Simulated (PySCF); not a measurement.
CH6AlFSi, CH4AlFSi, AlF2H (calculated)

Computed with PySCF 2.14.0. Calculation on a computer-drawn molecule: the log of a Hartree-Fock and frozen-core CCSD(T) single point meant for a local Hartree-Fock minimum, with one planted fault or none, to be diagnosed. Offsets are logged minus clean, where the clean run is the same molecule without the fault. The reference is restricted for singlets and unrestricted otherwise, and also for a bond in bohr or an excited solution. Adding or removing an electron swaps singlet and doublet. The excited solution moves the top pair (singlet) or top alpha electron (doublet) to the lowest empty orbital. Highest occupied and lowest empty are orbital energies over both spins, largest force is the largest gradient component, triples share is (T) over the correlation energy, the T1 limit is 0.02 restricted and 0.045 unrestricted, electrons count all cores, a negative frequency is imaginary (commonest isotopes), and the dipole is about the centre of nuclear charge.

Common to all runs: meant charge 0; meant multiplicity 1; meant basis cc-pV(D+d)Z; logged SCF converged yes; possible faults no fault, one electron removed, one electron added, multiplicity raised by two, geometry at a saddle point, SCF held on an excited solution, minimal basis STO-3G, one bond length entered in bohr, all coordinates scaled.

```yaml
- entry: 1
  formula: CH6AlFSi
  logged_structure:
    atoms_angstrom:
      - [F, 2.3396, -2.2496, 0.8405]
      - [Al, 1.8358, -0.78, 0.2633]
      - [C, 2.4216, 0.8178, 1.2081]
      - [Si, 1.3972, 1.4013, 2.6744]
      - [H, 0.9295, -0.8052, -1.018]
      - [H, 2.4658, 1.6453, 0.4874]
      - [H, 3.4435, 0.6457, 1.5708]
      - [H, -1.2468, 1.898, 1.8736]
      - [H, 1.3667, 0.3626, 3.7326]
      - [H, 1.9447, 2.6496, 3.2571]
  given:
    logged_electrons: 48
    logged_basis_functions: 104
    logged_spin_squared: 0.7966
    "logged_highest_occupied [eV]": -9.0634
    "logged_lowest_empty [eV]": 1.5914
    "logged_largest_force [hartree/bohr]": 0.011882
    logged_T1_diagnostic: 0.047012
    logged_D1_diagnostic: 0.23256
    logged_triples_share: 0.027136
    logged_CC_converged: "yes"
    "logged_dipole_magnitude [debye]": 2.0244
    logged_SCF_stable_within_its_kind: "yes"
    "logged_energy_HF [hartree]": -671.62914
    "logged_energy_CCSD(T) [hartree]": -672.1825
    drawn_bonds_atom: [1, 2, 3, 2, 3, 3, 4, 4, 4]
    drawn_bonds_other_atom: [2, 3, 4, 5, 6, 7, 8, 9, 10]
    drawn_bonds_order: [1, 1, 1, 1, 1, 1, 1, 1, 1]
  results:
    planted_fault: "one bond length entered in bohr, row 7 of the drawn bonds"
    "HF_energy_offset_from_clean_run [kcal/mol]": 71.23
    "CCSD(T)_energy_offset_from_clean_run [kcal/mol]": 76.33
  notes: ["T1 above single-reference limit"]
- entry: 2
  formula: CH4AlFSi
  logged_structure:
    atoms_angstrom:
      - [F, -1.3426, -0.0324, -0.1061]
      - [Al, -0.651, 1.4588, 0.1429]
      - [C, 1.1878, 1.4884, 0.6339]
      - [Si, 2.129, 0.0845, 0.8215]
      - [H, -1.591, 2.7018, -0.0536]
      - [H, 1.6863, 2.4407, 0.8082]
      - [H, 1.5975, -1.2712, 0.6205]
      - [H, 3.5545, 0.0781, 1.1998]
  given:
    logged_electrons: 46
    logged_basis_functions: 94
    logged_spin_squared: 0.0
    "logged_highest_occupied [eV]": -4.2623
    "logged_lowest_empty [eV]": -3.8423
    "logged_largest_force [hartree/bohr]": 0.18652
    logged_CC_converged: "no"
    "logged_dipole_magnitude [debye]": 4.6059
    logged_SCF_stable_within_its_kind: "no"
    "logged_energy_HF [hartree]": -670.16372
    drawn_bonds_atom: [1, 2, 3, 2, 3, 4, 4]
    drawn_bonds_other_atom: [2, 3, 4, 5, 6, 7, 8]
    drawn_bonds_order: [1, 1, 2, 1, 1, 1, 1]
  results:
    planted_fault: "SCF held on an excited solution"
    "HF_energy_offset_from_clean_run [kcal/mol]": 228.6
  notes: ["CCSD not converged"]
- entry: 3
  formula: AlF2H
  logged_structure:
    atoms_angstrom:
      - [F, 0.5065, 0.5594, -0.3766]
      - [Al, -1.0412, 0.7108, 0.1509]
      - [F, -1.8987, 1.9957, -0.4063]
      - [H, -1.6657, -0.3144, 1.1322]
  given:
    logged_electrons: 32
    logged_basis_functions: 20
    logged_spin_squared: 0.0
    "logged_highest_occupied [eV]": -9.3979
    "logged_lowest_empty [eV]": 9.6079
    "logged_largest_force [hartree/bohr]": 0.02701
    logged_T1_diagnostic: 0.016202
    logged_D1_diagnostic: 0.057744
    logged_triples_share: 0.070049
    logged_CC_converged: "yes"
    "logged_dipole_magnitude [debye]": 0.87381
    logged_SCF_stable_within_its_kind: "yes"
    "logged_energy_HF [hartree]": -435.7405
    "logged_energy_CCSD(T) [hartree]": -435.82013
    drawn_bonds_atom: [1, 2, 2]
    drawn_bonds_other_atom: [2, 3, 4]
    drawn_bonds_order: [1, 1, 1]
  results:
    planted_fault: "minimal basis STO-3G"
    "HF_energy_offset_from_clean_run [kcal/mol]": 3635
    "CCSD(T)_energy_offset_from_clean_run [kcal/mol]": 3872
```
